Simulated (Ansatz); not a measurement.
Reaction (ligand exchange at the Sn–N bond): `CC(C)[NH][Sn]([Cl])([Cl])[Cl]` + orthosilicic acid → `O[Si](O)(O)[O][Sn]([Cl])([Cl])[Cl]` + `CC(C)N`

Program: Ansatz. Geometries: PBE0-D4/def2-TZVP. ΔE: electronic, gas phase. CCSD(T)/CBS is the MP2 limit (def2-TZVPP, def2-QZVPP) plus CCSD(T) − MP2 in def2-TZVPP, frozen cores. This one scheme is used for every species. DFT in def2-TZVPP. HSE06 is defined as in plane-wave codes. Elements past krypton have def2 core potentials. For Sn outer-core shells are correlated without core-valence functions, which leaves a few kJ/mol of doubt a bond. Each species was taken in one conformer, which may not be the lowest.

`CC(C)[NH][Sn]([Cl])([Cl])[Cl]`:

Cartesian coordinates in Å:
```
C 0.543 1.179 -0.726
C -0.620 0.392 -0.155
C -1.533 1.277 0.677
N -0.116 -0.681 0.707
Sn 1.225 -1.986 0.015
Cl 0.983 -2.485 -2.232
Cl 3.384 -1.242 0.276
Cl 0.984 -3.920 1.243
H 0.180 2.009 -1.335
H 1.167 1.578 0.077
H 1.174 0.563 -1.378
H -1.205 -0.012 -0.995
H -0.978 1.718 1.508
H -1.948 2.081 0.064
H -2.369 0.706 1.088
H -0.870 -1.178 1.167
```

`O[Si](O)(O)O`:

Z-matrix (Å, degrees):
```
Si
O 1 1.631
O 1 1.631 2 106.4
O 1 1.631 2 106.4 3 -124.1
O 1 1.631 2 115.9 3 118.0
H 2 0.958 1 116.6 3 -36.8
H 3 0.958 1 116.6 2 160.8
H 4 0.958 1 116.6 2 36.8
H 5 0.958 1 116.6 2 81.2
```

`O[Si](O)(O)[O][Sn]([Cl])([Cl])[Cl]`:

Cartesian coordinates in Å:
```
O 0.035 -0.820 -2.169
Si 0.567 0.051 -0.905
O 1.251 -0.981 0.160
O 1.554 1.197 -1.509
O -0.607 0.768 -0.026
Sn -1.314 0.128 1.652
Cl 0.191 0.495 3.337
Cl -1.916 -2.077 1.541
Cl -3.180 1.394 2.046
H -0.071 -0.361 -3.004
H 1.729 -1.740 -0.175
H 1.760 1.946 -0.949
```

`CC(C)N`:

Z-matrix (Å, degrees):
```
C
C 1 1.517
H 1 1.094 2 111.2
H 1 1.093 2 110.1 3 119.6
H 1 1.092 2 111.0 3 -119.9
C 2 1.517 1 111.4 3 179.9
N 2 1.458 1 108.8 3 -60.1
H 2 1.104 1 107.8 3 61.7
H 6 1.094 2 111.2 1 -179.8
H 6 1.092 2 111.0 1 -59.9
H 6 1.093 2 110.1 1 60.5
H 7 1.013 2 110.6 1 60.0
H 7 1.013 2 110.6 1 178.4
```

```
             level  ΔE (eV)
        r2SCANh-D4    -0.27
          HSE06-D4    -0.24
          PBE-QIDH    -0.24
              BLYP    -0.29
           r2SCANh    -0.28
     CCSD/def2-SVP    -0.36
CCSD(T)/def2-TZVPP    -0.24
    CCSD/CBS(def2)    -0.27
```

Task: What does CCSD(T)/CBS give? (Estimate.)

Result: Ansatz gave: -0.25 eV. The listed levels differ from it by -0.02, 0.01, 0.01, -0.04, -0.03, -0.11, 0.01, -0.02 eV.

Largest T1 diagnostic among the species: 0.012.

Leaving LDA and LC-ωPBE aside and taking each functional with its dispersion term where it has one, the values, not all of them listed here, spread over 0.14 eV, from B97M-V to revPBE-D4. LDA lies +0.07 eV from PBE without D4. In def2-TZVPP, CCSD(T) changes the Hartree–Fock value by +0.19 eV (the triples alone add +0.02 eV) and MP2 by +0.24 eV.
